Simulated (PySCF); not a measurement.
## Ionisation energy of Ar²⁺ by level of theory

Ar²⁺ [Ne] 3s2 3p4 (3P) → Ar³⁺ [Ne] 3s2 3p3 (4S), as a difference of total energies. Computed with PySCF 2.14 in x2c-TZVPall (5s5p2d1f, 37 functions), with scalar relativity by spin-free X2C-1e. Correlated levels: valence: [Ne] frozen. The calculations carry no spin-orbit coupling.

| method | ionisation energy (eV) |
| --- | --- |
| UHF | 39.360 |
| MP2 (valence) | 40.142 |
| SCS-MP2 (valence) | 40.224 |
| CCSD (valence) | 40.252 |
| CCSD(T) (valence) | 40.279 |

Task: Estimate what PBE gives.

Result: 40.722 eV, closest to CCSD(T) (valence) among the rows shown.

Task: Estimate what r2SCAN gives.

Result: 40.668 eV, closest to CCSD(T) (valence) among the rows shown.

The reference lies between the lowest fine-structure levels, while these numbers refer to the centres of the terms.

Errors of the correlated levels include the incompleteness of this basis and the frozen core.

For comparison: 40.735 ± 0.012 eV (semi-empirical (NIST evaluation); NIST Atomic Spectra Database, ionization energies).
